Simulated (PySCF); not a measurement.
Geometry (Å), atoms numbered from 1 in this order:
```xyz
19

C     3.7999   -0.4866   -0.9329
C     2.6754   -0.3257   -0.5029
C     1.3574   -0.1843    0.0232
C     0.5842    0.8973   -0.2261
C    -0.7956    0.9867    0.3668
C    -1.8596    1.4397   -0.6327
Si   -1.0096   -0.7673    1.0726
O    -1.9266   -1.7479    0.0788
C     0.7918   -1.2791    0.9082
H     4.7937   -0.6177   -1.3184
H     0.9567    1.7069   -0.8644
H    -0.7717    1.7074    1.2085
H    -2.8442    1.5494   -0.1507
H    -1.6056    2.4149   -1.0798
H    -1.9661    0.7142   -1.4539
H    -1.5685   -0.7874    2.4612
H    -2.8803   -1.6348    0.1112
H     0.9195   -2.2749    0.4541
H     1.3148   -1.3051    1.8797
```

Geometry: PBE0-D3(BJ)/def2-SVP; GIAO shifts from PySCF 2.14.0 with density-fitted response routines, gas phase, non-relativistic, averaged over equivalent atoms.

At HF/pcSseg-1 (210 basis functions, 34 s wall time on 1 thread of an Arm Neoverse N1, shared host):
```csv
atoms,δ (ppm)
C4,158.2
C3,129.5
C1,90.1
C2,78.3
C5,20.7
C9,18.7
C6,14.0
Si7,11.6
O8,9.9
H11,6.34
H16,4.70
H10,3.62
H18,1.47
H19,1.34
H17,1.19
H13/H14/H15,1.14
H12,1.12
```

Shifts are taken against calculated references (same method and geometry level): TMS for $^{13}$C (190.85 ppm) and $^{29}$Si (393.43 ppm) and $^{1}$H (31.69 ppm); $^{17}$O (333.31 ppm) against H2O.

Task: What do these become at PBE0/pcSseg-1?

Result: 
| atoms | δ at PBE0/pcSseg-1 | change |
| --- | --- | --- |
| C4 | 157.9 | -0.3 |
| C3 | 129.7 | +0.2 |
| C1 | 87.3 | -2.8 |
| C2 | 86.4 | +8.1 |
| C5 | 29.5 | +8.8 |
| C9 | 24.5 | +5.8 |
| C6 | 14.1 | +0.1 |
| Si7 | 20.6 | +9.0 |
| O8 | 24.7 | +14.8 |
| H11 | 6.32 | -0.02 |
| H16 | 5.35 | +0.65 |
| H10 | 3.11 | -0.51 |
| H18 | 1.75 | +0.28 |
| H19 | 1.66 | +0.32 |
| H17 | 0.78 | -0.41 |
| H13/H14/H15 | 1.16 | +0.02 |
| H12 | 1.63 | +0.51 |

Scale: $^{13}$C (184.41 ppm) and $^{29}$Si (351.99 ppm) and $^{1}$H (31.27 ppm) vs TMS; $^{17}$O (334.56 ppm) vs H2O (reference shieldings calculated alike).

The largest change is at O8 (oxygen bonded to Si, H). Cost: 210 basis functions, 84 s wall time on 1 thread of an Arm Neoverse N1, shared host. The order of the carbon signals is the same at both levels.

Experimental scales use liquid or dissolved standards, which lie at an offset from isolated H2O (liquid H2O: subtract about 36 ppm).
